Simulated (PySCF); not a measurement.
ClH₂MoNS₂, SMILES [Mo](=[NH])(=[S])([Cl])[SH], multiplicity 1.

Geometry: PBE0-D3(BJ)/def2-SVP. The spin state was assumed, not searched. The structure was generated by enumeration; whether it is a known compound was not checked. The def2 effective core potentials stand for the cores of Mo; spin–orbit coupling is left out. The values are those of a single conformer.

These are TDDFT-PBE/def2-SVPD in PySCF 2.14.0 values and carry that method's errors.

Vertical excitations. Gas-phase values at a fixed geometry.

| state | energy (eV) | λ (nm) | f | main pairs |
|---|---|---|---|---|
| S1 | 3.01 | 412 | 0.003 | HOMO→LUMO 76 %, HOMO−1→LUMO 14 % |
| S2 | 3.11 | 399 | 0.003 | HOMO→LUMO+1 66 %, HOMO−1→LUMO 28 % |
| S3 | 3.29 | 377 | 0.021 | HOMO−1→LUMO 43 %, HOMO→LUMO+1 30 %, HOMO−1→LUMO+1 17 % |
| S4 | 3.42 | 363 | 0.017 | HOMO−1→LUMO+1 60 %, HOMO→LUMO 11 % |
| S5 | 3.91 | 317 | 0.005 | HOMO−2→LUMO 66 %, HOMO−3→LUMO 16 % |
| S6 | 4.02 | 308 | 0.001 | HOMO−3→LUMO 66 %, HOMO→LUMO+2 15 %, HOMO−1→LUMO+2 11 % |
| S7 | 4.06 | 306 | 0.001 | HOMO→LUMO+2 54 %, HOMO−1→LUMO+2 29 %, HOMO−2→LUMO+1 11 % |
| S8 | 4.10 | 302 | 0.000 | HOMO−2→LUMO+1 46 %, HOMO→LUMO+2 19 %, HOMO−4→LUMO 14 %, HOMO−1→LUMO+2 7 % |
| S9 | 4.22 | 294 | 0.004 | HOMO−3→LUMO+1 66 %, HOMO−1→LUMO+2 11 % |
| S10 | 4.26 | 291 | 0.002 | HOMO−1→LUMO+3 42 %, HOMO→LUMO+3 37 %, HOMO−4→LUMO 8 %, HOMO−2→LUMO+1 7 % |
| T1 | 2.62 | 474 | 0 | HOMO→LUMO 81 % |
| T2 | 2.69 | 461 | 0 | HOMO−1→LUMO 81 % |
| T3 | 2.83 | 439 | 0 | HOMO−1→LUMO+1 86 % |
| T4 | 2.89 | 429 | 0 | HOMO→LUMO+1 90 % |
Triplets are in the Tamm–Dancoff approximation, which puts them higher than full response would, so one can lie above its singlet here.
